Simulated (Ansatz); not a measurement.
System: C$_{4}$H$_{12}$W (charge 0, triplet). The spin state was set by rule; other spins were not relaxed. 
Structure (B3LYP-D3(BJ)/def2-TZVP (Ansatz, a program for electronic structure) minimum search):
SMILES: [CH3][W]([CH3])([CH3])[CH3]
```xyz
17

W      0.0000     0.0000     0.0000
C      1.7583    -0.3770    -1.1173
H      2.3316    -1.2076    -0.6861
H      2.4116     0.5045    -1.1379
H      1.5194    -0.6399    -2.1558
C      0.5220     0.5007     1.9897
H     -0.3709     0.7022     2.5952
H      1.1552     1.3967     2.0200
H      1.0752    -0.3154     2.4718
C     -1.0621     1.6078    -0.8768
H     -1.9810     1.8275    -0.3183
H     -1.3472     1.3775    -1.9113
H     -0.4550     2.5219    -0.8935
C     -1.2182    -1.7315     0.0045
H     -1.5058    -2.0166    -1.0156
H     -2.1396    -1.5666     0.5774
H     -0.6936    -2.5842     0.4541
```
Charge 0, spin multiplicity 3.

Computed values are from Ansatz. Valence correlation only, unless marked. Open shells are spin-unrestricted. Spin-orbit coupling is left out. Frozen are the shells of the preceding noble gas and the d and f shells that filled before the atom's block. In def2 rows, elements after Kr have scalar-relativistic effective core potentials. Basis-set limits of correlation are two-point, X^-3; Hartree-Fock from the larger set. The bracket is a focal-point correction in the basis named.

Question: What is the atomisation energy De at RI-MP2/CBS(def2-TZVPP,def2-QZVPP)+[CCSD(T)-MP2]/def2-TZVPP?

Answer: 6290.2 kJ/mol.

Question: What is the dipole moment at CCSD(T)/def2-SVPD?

Answer: 0.00 D.

Question: What is the T1 diagnostic at CCSD/def2-TZVPP?

Answer: 0.019.

Question: What is the total energy at RI-MP2/CBS(def2-TZVPP,def2-QZVPP)+[CCSD(T)-MP2]/def2-TZVPP?

Answer: -226.0052 Eh.
